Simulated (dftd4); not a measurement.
C₃H₁₂Si₃, triplet, at the geometry of the source list (a higher spin typed on purpose: for a closed-shell molecule this is an excited state); D4 for blyp (dftd4).

dftd4 was given this input:
```
$ dftd4 mol.xyz --func blyp --charge 0 --json dftd4.json --noedisp --property

# file mol.xyz
18

C     -0.72460000     1.31960000    -1.00190000
Si     1.06930000     1.46630000    -0.39030000
C      1.77620000    -0.28610000    -0.18240000
Si     0.74920000    -1.39110000     0.97430000
C     -1.03470000    -1.44820000     0.31980000
Si    -1.83250000     0.26650000     0.12820000
H     -0.72540000     0.88890000    -2.00320000
H     -1.15400000     2.31480000    -1.10240000
H      1.87740000     2.23090000    -1.35800000
H      1.10240000     2.17480000     0.89700000
H      1.84440000    -0.76110000    -1.16110000
H      2.79630000    -0.22150000     0.19210000
H      1.31940000    -2.75010000     1.02070000
H      0.76470000    -0.83970000     2.33660000
H     -1.64380000    -2.05720000     0.98550000
H     -1.04410000    -1.95530000    -0.64500000
H     -1.95900000     0.90910000     1.44410000
H     -3.18120000     0.13960000    -0.45400000
```

What the program printed (banner, timings and long lists left out):

```
                    ____  _____ _____     ____  _  _
      -------------|  _ \|  ___|_   _|---|  _ \| || |------------
     |             | | | | |_    | | ___ | | | | || |_           |
     |             | |_| |  _|   | ||___|| |_| |__   _|          |
     |             |____/|_|     |_|     |____/   |_|            |
     |             ===================================           |
     |            E. Caldeweyher, S. Ehlert & S. Grimme          |
     |          Mulliken Center for Theoretical Chemistry        |
     |                    University of Bonn                     |
      -----------------------------------------------------------

Rational (Becke-Johnson) damping: blyp-D4-ATM
---------------------
  s6         1.0000
  s8         2.3408
  s9         1.0000
  a1         0.4449
  a2         4.0933
 alp        16.0000
--------------------

Atomic data, radii in Ångström:
------------------------------------------------------
   Z          R(cov)      r4/r2   hardness         EN
------------------------------------------------------
   6 C        1.0000     1.6431     0.4220     2.5500
  14 Si       1.3867     2.5839     0.3054     1.9000
   1 H        0.4267     1.0622     0.4726     2.2000
------------------------------------------------------

Atomic reference systems (in atomic units):
----------------------------------------------------------------------------
   Z        #      CN     q+Z       C6(AA)   #      CN     q+Z       C6(AA)
----------------------------------------------------------------------------
   6 C      1  0.0000  6.0000      49.3833   2  0.9189  5.8288      52.1688
            3  1.9079  5.8579      35.6972   4  2.8312  5.7775      35.8445
            5  3.7487  5.7435      28.6317   6  2.9183  5.8956      32.2504
            7  0.8556  6.2103      25.6194
  14 Si     1  0.0000 14.0000     321.4498   2  0.8915 14.0165     270.4983
            3  1.8234 13.9936     236.2774   4  2.8003 13.9692     228.3542
            5  3.6668 13.9341     158.2713
   1 H      1  0.0000  1.0000       7.6362   2  0.8942  1.0000       3.0374
----------------------------------------------------------------------------

Atomic properties (in atomic units):
----------------------------------------------------------------------------
     #    Z              CN          q      C6(AA)        C8(AA)   alpha(0)
----------------------------------------------------------------------------
     1    6 C        3.5983    -0.2445     29.0694      840.7370     7.8788
     2   14 Si       3.6962     0.0266    154.9842    11085.4966    23.0133
     3    6 C        3.5983    -0.2445     29.0694      840.7371     7.8788
     4   14 Si       3.6962     0.0266    154.9842    11085.4979    23.0133
     5    6 C        3.5983    -0.2445     29.0694      840.7363     7.8788
     6   14 Si       3.6962     0.0266    154.9836    11085.4579    23.0133
     7    1 H        0.9246     0.0816      1.9621       23.7187     2.1905
     8    1 H        0.9248     0.0750      2.0318       24.5607     2.2291
     9    1 H        0.9151     0.0291      2.6005       31.4363     2.5223
    10    1 H        0.9165     0.0322      2.5571       30.9112     2.5011
    11    1 H        0.9246     0.0816      1.9621       23.7189     2.1905
    12    1 H        0.9248     0.0750      2.0318       24.5612     2.2291
    13    1 H        0.9151     0.0291      2.6005       31.4363     2.5223
    14    1 H        0.9165     0.0322      2.5571       30.9112     2.5011
    15    1 H        0.9248     0.0750      2.0318       24.5612     2.2291
    16    1 H        0.9246     0.0816      1.9621       23.7186     2.1905
    17    1 H        0.9165     0.0322      2.5571       30.9115     2.5011
    18    1 H        0.9151     0.0291      2.6005       31.4363     2.5223
----------------------------------------------------------------------------

Molecular properties (in atomic units):
----------------------------------------
 molecular C6                5076.4849
 molecular C8              214826.5529
----------------------------------------

Dispersion energy:      -4.3599227137219E-02 Eh

[Info] JSON dump of results written to 'dftd4.json'
```
